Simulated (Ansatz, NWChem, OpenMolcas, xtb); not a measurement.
**From O to Se: the dipole moment**

One atom is swapped for its congeners: CH4O (methanol) `CO`; CH4S (methanethiol) `CS`; SeH(CH3). All are singlets with charge 0.

Shapes, held fixed at every level: PBE0-D4/def2-TZVP. Programs: Ansatz 0.2.0, NWChem 7.3.0, OpenMolcas 26.06, xtb 6.7.1. A level may come from different programs for different species; with the same settings they agree closely. Values in D.

Q: How should the dipole moment change along the series?

A: At wB97M-V/def2-TZVPP the dipole moment falls at every step, from 1.64 to 1.39 D. 3 of 6 levels show this order throughout; 3 agree on the largest and the smallest. Measured values: NIST CCCBDB. Relativity is left out for Se unless named.

| level | CH4O | CH4S | SeH(CH3) |
| --- | --- | --- | --- |
| GFN2-xTB | 1.93 | 2.32 | 2.26 |
| PBE-D4/def2-TZVPP | 1.56 | 1.53 | 1.39 |
| r2SCAN-D4/def2-TZVPP | 1.60 | 1.60 | 1.49 |
| B3LYP/6-31G* (spherical functions) | 1.66 | 1.72 | 1.59 |
| B3LYP-D4/def2-TZVPP | 1.64 | 1.52 | 1.40 |
| wB97M-V/def2-TZVPP | 1.64 | 1.51 | 1.39 |
| measured | 1.70 | 1.52 | – |
